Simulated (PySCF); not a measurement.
## Calculated NMR parameters of ONc1ccccc1

```
Formula                               : C6H7NO
SMILES                                : ONc1ccccc1
Point group of the computed structure : C1
Degrees of unsaturation               : 4
Carbon signals                        : 4
Proton signals                        : 5
```

Structure with atom numbers: `[OH:1][NH:2][c:3]1[cH:4][cH:5][cH:6][cH:7][cH:8]1`; H(Xn) means a hydrogen on atom n.

Computed data (PySCF 2.14): structure optimised with GFN2-xTB, PBE0/pcSseg-1 with gauge-including orbitals. Non-relativistic Hamiltonian, a single conformation, fast rotation and ring inversion assumed for equivalent nuclei, gas phase.

References, each an isolated molecule treated in the same way: 1H (σref 31.72), 13C (σref 186.93) vs TMS; NH3 for 15N (σref 267.73); 17O (σref 336.08) vs H2O.

| carbon | δC, type | δH (multiplicity) | HMBC from (2–3 bonds) | span of the C tensor (ppm) |
| --- | --- | --- | --- | --- |
| C3 | 155.5, C | – | H(C5)/H(C7), H(C4)/H(C8) | 193 |
| C4/C8 | 114.3, CH | 6.91 (d) | H(C5)/H(C7), H(C6), H(C4)/H(C8) | 194 |
| C5/C7 | 134.7, CH | 7.53 (m) | H(C5)/H(C7), H(C6), H(C4)/H(C8) | 237 |
| C6 | 124.4, CH | 7.04 (t) | H(C5)/H(C7), H(C4)/H(C8) | 220 |

Other nuclei:
```json
{"atoms": "H(N2)", "nucleus": "1H", "environment": "hydrogen on a nitrogen bonded to O or N", "δ (ppm)": "6.39", "σ (ppm)": "25.33"}
{"atoms": "H(O1)", "nucleus": "1H", "environment": "hydrogen on a N–OH oxygen", "δ (ppm)": "4.09", "σ (ppm)": "27.62"}
{"atoms": "N2", "nucleus": "15N", "environment": "nitrogen bonded to O or N", "δ (ppm)": "172.5", "σ (ppm)": "95.3"}
{"atoms": "O1", "nucleus": "17O", "environment": "N–OH oxygen", "δ (ppm)": "118.3", "σ (ppm)": "217.8"}
```

Carbon types of the structure: 1 × C, 5 × CH, leaving 2 H on heteroatoms. δC 155.5: aromatic carbon bearing nitrogen; an ipso carbon deshielded by its heteroatom. δC 134.7, 124.4, 114.3: aromatic CH. δH 7.53, 7.04, 6.91: hydrogen on an aromatic CH. δH 6.39: hydrogen on a nitrogen bonded to O or N; exchangeable; this is the value without hydrogen bonding to other molecules. δH 4.09: hydrogen on a N–OH oxygen; exchangeable, gas-phase position.

OH/NH shifts are gas-phase values; hydrogen bonding in solution moves them, usually downfield. Shifts are as computed. Against solution values, carbons near 30 ppm lie about +3 ppm off and those near 130 ppm about +5 ppm. Of 246 compounds with measured shifts, 49 miss one by over three times the rms of a fit or turn the order of signals round; such compounds aren't used in these exercises. Experimental scales use liquid or dissolved standards, which lie at an offset from isolated NH3 (liquid NH3: subtract about 20 ppm) and H2O (liquid H2O: subtract about 36 ppm). Unscaled 15N shifts of sp2 nitrogen come out 20 to 40 ppm too high even then. No couplings were computed; multiplicities are counted from neighbouring protons, with m where these are inequivalent, close in shift, in a saturated or five-membered ring or joined by F or P, and br s for small geminal =CH2 splittings.
